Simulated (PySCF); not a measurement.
CF5In, SMILES [F][In]([F])[C](F)(F)F. Atoms are numbered in the order given.

```xyz
7

In    -0.0236     0.1744     0.6411
C      0.0425    -0.4122    -1.5107
F     -0.9029     0.2315    -2.2183
F     -0.1526    -1.7375    -1.6465
F      1.2468    -0.1056    -2.0337
F     -1.0060     1.7335     1.3392
F      0.9149    -0.7965     2.0761
```

Geometry: PBE-D3(BJ)/def2-SVP. The structure was generated by enumeration; whether it is a known compound was not checked. The def2 effective core potentials stand for the cores of In; spin–orbit coupling is left out.

Computed with PBE-D3(BJ)/def2-SVP (PySCF).

Frequencies are harmonic and unscaled.

```
mode  ν (cm⁻¹)  IR (km/mol)  moving atoms (share of kinetic energy)
----  --------  -----------  --------------------------------------
1            1          0.0                                 F 100 %
2           61          7.3                         F 84 %, In 16 %
3           89         18.7                         F 77 %, In 23 %
4          128         23.1                                  F 93 %
5          197          4.7                  F 76 %, In 16 %, C 8 %
6          202          1.7                           F 84 %, C 9 %
7          228          6.4                         F 62 %, In 31 %
8          506          0.0                                  F 92 %
9          507          0.0                                  F 92 %
10         583         65.7                         F 89 %, In 10 %
11         599         52.9                         F 82 %, In 18 %
12         709         12.1                          F 82 %, C 17 %
13        1077        392.6                          C 69 %, F 31 %
14        1135        220.0                          C 72 %, F 28 %
15        1146        223.0                          C 72 %, F 28 %
```
